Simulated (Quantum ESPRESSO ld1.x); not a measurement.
Question: The mean radii <r> (bohr) of the occupied orbitals of an atom or ion are listed with their occupations. All-electron calculation, Dirac Kohn-Sham, relativistic LDA (MacDonald-Vosko exchange, VWN5 correlation), spin-unpolarised, spherical densities, point nucleus. Program: ld1.x of Quantum ESPRESSO 7.5.

orbital     occ.      <r>
1s1/2          2  0.02621
2s1/2          2   0.1120
2p1/2          2  0.09425
2p3/2          4   0.1001
3s1/2          2   0.2997
3p1/2          2   0.2894
3p3/2          4   0.3012
3d3/2          4   0.2717
3d5/2          6   0.2754
4s1/2          2   0.6957
4p1/2          2   0.7209
4p3/2          4   0.7486
4d3/2          4   0.8286
4d5/2          6   0.8389
5s1/2          2    1.671
5p1/2    1.33333    1.866
5p3/2    2.66667    1.936

Name the element and its charge. Open shells, if any, are shared by 2j + 1.

Answer: Z = 55, caesium, charge +3: Cs3+ in [Kr] 4d10 5s2 5p4. The 1s radius gives Z: for a bare nucleus <r> = (2 gamma + 1)/(2Z) with gamma = sqrt(1 - (Z/c)^2), 0.02574 bohr for Z = 55, and screening makes it slightly larger (0.02621 here). The occupations add up to 52, and the charge is Z minus that.
